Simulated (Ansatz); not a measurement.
```xyz
12

C     1.5065    0.0000    0.0000
C     0.7533    1.3047    0.0000
C    -0.7533    1.3047    0.0000
C    -1.5065    0.0000    0.0000
C    -0.7533   -1.3047    0.0000
C     0.7533   -1.3047    0.0000
H     2.6870    0.0000    0.0000
H     1.3435    2.3270    0.0000
H    -1.3435    2.3270    0.0000
H    -2.6870    0.0000    0.0000
H    -1.3435   -2.3270    0.0000
H     1.3435   -2.3270    0.0000
```

Basis set: cc-pVDZ (spherical functions). Left uncorrelated: 6 orbitals. Charge 0, multiplicity 1.

Computed with Ansatz (development build ahead of 0.2.0); each method stands on the lowest determinant of its kind that the runs found. Restricted open shells among the atoms or ions are ROHF, correlated in semicanonical orbitals with singles.

Q: Give the atomization energy at this shape (free ground-state atoms in the same class of orbitals less the molecule, no zero-point energy) of singlet C6H6 by RHF-MP2, RHF.

A:

```json
{"method": "RHF-MP2", "atomization energy": "5281.2 kJ/mol"}
{"method": "RHF", "atomization energy": "4004.4 kJ/mol"}
```

Caution: in another basis set an unrestricted determinant lies well below; the shape is not the minimum.
